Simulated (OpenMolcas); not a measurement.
**5d along the 69-electron sequence**

```yaml
Program: OpenMolcas
Method: SS-CASPT2, IPEA 0.25 Eh, imaginary shift 0.1 Eh
Basis: ANO-RCC-VTZP
Scalar_Hamiltonian: DKH2, point nucleus
Spin-orbit_coupling: state interaction with AMFI integrals over the reference wave functions, term energies averaged over their components
```

Active space for each ion: 1 electron in 10 orbitals (5d 6d); closed shells correlated by CASPT2: 5s 5p.

Computed levels in cm-1 above 2D 3/2:

```csv
Level,Ta4+,W5+,Re6+,Os7+
2D 5/2,6757,8927,11160,13948
weight of 2D in the lowest level (%),100,100,100,100
```

Measured, with the error of the calculation in %. Measured levels: W5+ from the list in J. Phys. B 45, 035002 (2012).

```
 Level          W5+
2D 5/2  8709 (+2.5)
```

The fine-structure level 2D 5/2 changes by a factor of 2.06 from Ta4+ to Os7+. Its fourth root runs 9.07, 9.72, 10.28, 10.87, with steps per unit of Z of 0.65, 0.56, 0.59; equal steps would mean a (Z - σ)^4 law with constant σ.

With one active electron outside closed inactive shells, the extra shells (6d) add no correlation to the reference. With one active electron, CASPT2 adds the correlation within the correlated inactive shells and between them and that electron, and leaves the splitting within a term as the reference gives it. Measured partners are found by configuration, term and J. A level has none where our copy of the source lacks it or the pairing is in doubt (some pairs that miss far off the trend of their configuration count as doubtful), and it then counts in no deviation. Levels of configurations outside the active space are missing.
